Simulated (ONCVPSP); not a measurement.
# PBE ONCV dataset for Al, scalar-relativistic all-electron reference.

* Element: aluminium
* Generator: ONCVPSP 4.0.1
* Type: optimised norm-conserving Vanderbilt (ONCV)
* Functional: PBE
* Relativity: scalar-relativistic
* Frozen core: [Ne]
* Valence charge: 3
* Reference configuration: 3s2 (charge +1)
* Partial waves: 3s: rc 2.10 bohr, ncon 4, nbas 8, qcut 3.4 1/bohr, 2 projectors, debl 2.1 Ha; p scattering state at 0.04 Ha: rc 1.90 bohr, ncon 4, nbas 7, qcut 4.2 1/bohr, 2 projectors, debl 3.9 Ha
* Local potential: polynomial inside 1.70 bohr (lpopt 5, dvloc0 3 Ha)
* Core correction: Teter function, fcfact 5.5, rcfact 1.15

In the p channel the program set the typed energies aside and used 0.050, 3.950 Ha.

All-electron outer shells of the reference configuration (PBE, scalar-relativistic, ld1.x):

| shell | level (eV) | outermost node (bohr) | outermost maximum (bohr) |
| --- | --- | --- | --- |
| 2p | -77.99 | – | 0.43 |
| 3s | -14.81 | 0.80 | 2.01 |

Task: Estimate the cutoffs (Ha) at which the residual kinetic energy of the hardest occupied pseudo-wave falls to 1 and 0.1 mHa per electron.

Result: 5.3 Ha and 19 Ha.

Task: Does the potential have ghost states?

Result: No bound ghost flagged; no localised positive-energy state flagged.

Task: Tests: 3s2 3p1; 3s1; 3s2 3p0.5; 3s0 3p3. Which has the largest error in its energy relative to the reference configuration, and how large is it?

Result: 3s0 3p3, with +31 meV (all-electron minus pseudo) on +4.69 eV.
